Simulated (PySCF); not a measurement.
Bond length, frequency and bond energy of ZnO by level of theory

State: ³Π (triplet), unpaired electrons σ ↑, π ↑. Set-up: PySCF, no relativity, basis sets Zn def2-TZVPP, O def2-TZVPP. De refers to Zn + O in their high-spin ground configurations, without counterpoise correction. The functionals are run spin-unrestricted. A positive dipole means Zn(−)O(+).

| Level | Re (Å) | ωe (cm⁻¹) | De (eV) | μ (D) |
| --- | --- | --- | --- | --- |
| UHF | 1.866 | 582 | 0.411 | -3.00 |
| UHF-MP2 | 1.842 | 575 | 1.34 | n/a |
| UHF-SCS-MP2 | 1.853 | 570 | 1.22 | n/a |
| PBE | 1.883 | 491 | 1.63 | -2.11 |
| PBEsol | 1.855 | 518 | 1.84 | -2.05 |
| r²SCAN | 1.852 | 541 | 1.71 | -2.22 |
| M06-L | 1.878 | 505 | 1.32 | -2.32 |
| PBE0 | 1.866 | 529 | 1.42 | -2.41 |
| r²SCAN0 | 1.849 | 558 | 1.47 | -2.50 |
| M06 | 1.885 | 489 | 0.95 | -2.46 |
| HSE06 | 1.868 | 527 | 1.39 | -2.43 |

(1) What does a quarter of exact exchange do here, going from PBE to PBE0?

(2) What does a quarter of exact exchange do here, going from r²SCAN to r²SCAN0?

Correlated steps freeze 6 core orbitals. Counting both spins, an empty level lies below a filled one in some of these solutions, because spin and occupation are held. The state was picked by a PBE0 search and need not be the measured ground state.

Results:

(1) PBE0 less PBE: -1.7 pm in Re, +7.7 % in ωe, -0.21 eV in De. Exact exchange removes part of the self-interaction that spreads semilocal densities, and in most molecules shortens and stiffens the bond and lowers De; so it does here.

(2) r²SCAN0 less r²SCAN: -0.3 pm in Re, +3.1 % in ωe, -0.24 eV in De. Exact exchange removes part of the self-interaction that spreads semilocal densities, and in most molecules shortens and stiffens the bond and lowers De; so it does here.
